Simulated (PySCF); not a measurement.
A small calculation by hand: dipole moment from atomic charges

Sn(Cl)(Br)(OH)2 (BrClH₂O₂Sn), SMILES [OH][Sn]([OH])([Cl])[Br]. Atoms are numbered in the order given.

```xyz
7

O     -1.0266    -1.6960     1.0744
Sn     0.2033    -0.4300     0.2293
O      1.5708    -1.5198    -0.6654
Cl     1.2536     0.9322     1.8052
Br    -1.0746     0.9974    -1.3084
H     -0.5700    -2.5227     1.2812
H      2.3507    -1.0054    -0.9099
```
Charge 0, spin multiplicity 1.

Coordinates come from a PBE0-D3(BJ)/def2-SVP optimisation. The structure was generated by enumeration; whether it is a known compound was not checked. The def2 effective core potentials stand for the cores of Sn; spin–orbit coupling is left out. Other conformers were not sampled.

Charges (e) from ωB97X/def2-TZVP run with PySCF:

```json
[
 {"atom": "O1", "ESP fit": "-0.592", "Mulliken": "-0.638"},
 {"atom": "Sn2", "ESP fit": "0.627", "Mulliken": "1.186"},
 {"atom": "O3", "ESP fit": "-0.594", "Mulliken": "-0.643"},
 {"atom": "Cl4", "ESP fit": "-0.186", "Mulliken": "-0.322"},
 {"atom": "Br5", "ESP fit": "-0.085", "Mulliken": "-0.257"},
 {"atom": "H6", "ESP fit": "0.440", "Mulliken": "0.338"},
 {"atom": "H7", "ESP fit": "0.390", "Mulliken": "0.335"}
]
```

The dipole moment of the full density is 1.64 D.

### Question
What dipole moment does each set of point charges give, and which comes closer to that of the density?

### Answer

μ = Σ q r, and 1 e Å = 4.8032 D.
ESP fit: Σ q r = (0.326, -0.123, -0.113) e Å, |μ| = 1.76 D.
Mulliken: Σ q r = (0.353, -0.197, -0.102) e Å, |μ| = 2.00 D.
ESP fit comes closer in size. Point charges leave out the atoms' own dipoles (lone pairs, polarised bonds); fits to the potential absorb them, partitions of the density don't.
